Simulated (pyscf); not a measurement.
Structures and frequencies: ωB97X-D3(BJ)/def2-SVP in PySCF. Correlated levels are frozen-core, on RHF or UHF. ΔMP2 is the change of the MP2 total energy from the triple- to the quadruple-zeta basis.

Problem. How much does it cost (ΔH, 298 K, CCSD(T)/def2-TZVPP + ΔMP2(QZVPP)) to split I–CH₂–I at its C–I bond into I• + •H₂C–I?

Solution. C–I to I• + •H₂C–I: 245.6 kJ/mol. The CCSD(T) − MP2 part came from Ansatz, without density fitting, on the same reference. The frozen core leaves the outer d or s,p core shells of the metals and heavy elements correlated in the MP2 and CC values, and def2-TZVPP describes them poorly, which can shift differences by a few kcal/mol. Left out: the spin-orbit lowering of I, which is large for Br, Se, Te and I. Elements past Kr carry the def2 core potentials, without spin-orbit coupling.
